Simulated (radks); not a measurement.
Q: Excited configurations of F: one electron is placed in a higher orbital outside [He] 2s2 2p4. The ground configuration is [He] 2s2 2p5. Calculated with a radial shooting solver on a logarithmic mesh with Libxc functionals: scalar-relativistic Kohn-Sham, PBE, spin-polarised, spherical densities, finite nucleus; open shells are filled with parallel spins first; Fermi nuclear charge, rms radius 2.8976 fm. Excitation = E - E(ground); binding = E(ion) - E, where the ion is the core of charge +1; n* = 1/sqrt(2 binding) in atomic units, and the quantum defect is n - n*.

| outer orbital | excitation (eV) | binding (eV) | n* | quantum defect | eigenvalue (eV) | <r> (bohr) |
|---|---|---|---|---|---|---|
| 3s | 12.917 | 4.917 | 1.663 | 1.337 | -2.798 | 4.425 |
| 3p | 14.694 | 3.141 | 2.081 | 0.919 | -1.627 | 5.931 |

Estimate the row for 6p.

A: excitation (eV) 17.168; binding (eV) 0.666; n* 4.520; quantum defect 1.480; eigenvalue (eV) -0.449; <r> (bohr) 33.98. The Delta-SCF ionisation energy is 17.834 eV (NIST Atomic Spectra Database: 17.423 eV, measured). Self-interaction in the functional shifts the binding energies and quantum defects, so they are the method's values and not measured ones. Open shells are spherical and high-spin; term and fine-structure splittings are not resolved.
